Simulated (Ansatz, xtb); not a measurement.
## C4H8BF3: which of two isomers lies lower

Structure I: `C[C@H](CF)CB(F)F`, a singlet. Structure II: `C[C@@H](F)[C@@H](C)B(F)F`, a singlet. Both are isolated molecules in the gas phase, relaxed with PBE-D3(BJ)/def2-SVP; each stands in its lowest conformer found.

Quicker runs give these differences E(II) − E(I): GFN2-xTB +5.00 kJ/mol; HF/STO-3G −5.52 kJ/mol (at GFN2-xTB geometries); r2SCAN-D4/def2-SVP −9.96 kJ/mol (at GFN2-xTB geometries).

**Question.** Which of the two would you expect CCSD(T)/def2-SVP + ΔMP2/def2-TZVPP electronic energies to favour?

**Answer.** Structure II; the calculation gives E(II) − E(I) = −5.83 kJ/mol.

Level by level:

```tsv
level	geometry	E(II) − E(I) (kJ/mol)	departure from the last row (kJ/mol)	job, with rough time for the two
GFN2-xTB	GFN2-xTB	+5.00	+10.83	optimisation, 0.33 s
HF/STO-3G	GFN2-xTB	−5.52	+0.31	single point, 0.36 s
r2SCAN-D4/def2-SVP	GFN2-xTB	−9.96	−4.13	single point, 2.6 s
PBE-D3(BJ)/def2-SVP	PBE-D3(BJ)/def2-SVP	−9.70	−3.87	optimisation, 20 s
HF/def2-SVP	PBE-D3(BJ)/def2-SVP	−5.55	+0.28	part of the CCSD(T) run
MP2/def2-SVP	PBE-D3(BJ)/def2-SVP	−8.33	−2.50	part of the CCSD(T) run
CCSD(T)/def2-SVP	PBE-D3(BJ)/def2-SVP	−9.20	−3.37	single point
CCSD(T)/def2-SVP + ΔMP2/def2-TZVPP	PBE-D3(BJ)/def2-SVP	−5.83		single point, 68 s
```

As drawn, both hold the same kinds of bond in the same numbers. Structure I has 1 methyl group, II 2.

GFN2-xTB puts the two in the other order. The largest departure from CCSD(T)/def2-SVP + ΔMP2/def2-TZVPP is that of GFN2-xTB, 10.83 kJ/mol. The last row adds to CCSD(T) the change of the MP2 difference between the two basis sets, here +3.37 kJ/mol.

With thermal terms from frequencies at re-optimised GFN2-xTB minima (ideal gas, soft modes damped towards free rotors, one conformer each, 298.15 K, 1 atm): on the last row, ΔE + ΔZPE = −6.18, ΔH = −5.78, ΔG = −5.31 kJ/mol.

The correlated steps freeze 8 core orbitals. Codes used: Ansatz 0.2.0, xtb 6.7.1; the last row on 4 threads of Intel(R) Xeon(R) Platinum 8375C CPU @ 2.90GHz (Ice Lake) on a shared host.
